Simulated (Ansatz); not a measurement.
Geometry optimisation, UHF/cc-pVDZ in Ansatz 0.2.0.

Input file:

```yaml
crystal:
  periodic: [false, false, false]
  atoms:
    - { symbol: Al, position_ang: [0.027594, -0.00136, -0.139289] }
    - { symbol: H, position_ang: [0.041376, -0.113616, 1.415297] }
    - { symbol: F, position_ang: [1.419056, 0.120677, -1.05044] }
    - { symbol: F, position_ang: [-1.400642, 0.006833, -0.998618] }
    - { symbol: O, position_ang: [0.051697, -0.095646, 3.633799] }
    - { symbol: H, position_ang: [-0.653481, -0.717987, 3.836351] }
magnetization:
  spin_polarized: true
  initial_magnetization: 1
basis:
  gaussian: { orbitals: cc-pVDZ }
hamiltonian:
  xc: hf
relax:
  f_tol: 0.03
  max_steps: 50
```

Run as:

```bash
$ ansatz run input.yaml --threads 1 --pin off --max-ram 2048MiB --backend cpu --events-out ev --progress --plain --runs-dir out
```

Question: Where does it end, and by what steps?

Answer: It converged. The force dipped under the threshold on the way, but the program's further checks kept it going. After 49 steps the energy has fallen by 0.903 eV; H2 moved furthest, 2.17 Å. Joined: Al1–O5 (3.77 → 2.11 Å).

```
step  energy less start (eV)  largest force component (eV/Å)  accepted
   0                  0.0000                           0.331       yes
   2                 -0.0368                           1.313       yes
   4                 -0.0667                           0.245       yes
   6                 -0.0774                           0.027       yes
   8                 -0.0791                           0.061       yes
  10                 -0.0805                           0.078       yes
  12                 -0.0658                           0.547        no
  14                 -0.0851                           0.078       yes
  16                 -0.0905                           0.113       yes
  18                 -0.0940                           0.165       yes
  20                 -0.1020                           0.351       yes
  22                 -0.1349                           0.146       yes
  24                 -0.1790                           0.765       yes
  26                 -0.2582                           0.852       yes
  28                 -0.5202                           0.939       yes
  30                 -0.7279                           1.262       yes
  32                 -0.8127                           0.246       yes
  34                 -0.4345                           4.491        no
  36                 -0.8488                           0.213       yes
  38                 -0.7635                           2.687        no
  40                 -0.8734                           0.158       yes
  42                 -0.8798                           0.231       yes
  44                 -0.8939                           0.106       yes
  46                 -0.9030                           0.016       yes
  48                 -0.9025                           0.083        no
  49                 -0.9030                           0.016       yes
```

```xyz
6
Properties=species:S:1:pos:R:3
Al 0.014 -0.394 0.472
H 0.272 -1.911 0.219
F 1.231 0.750 0.273
F -1.546 0.237 0.377
O -0.007 -0.148 2.568
H -0.478 0.664 2.789
```

Run time: 78 s on 1 thread of Arm Neoverse V2, on a shared host, peak memory 0.15 GiB.
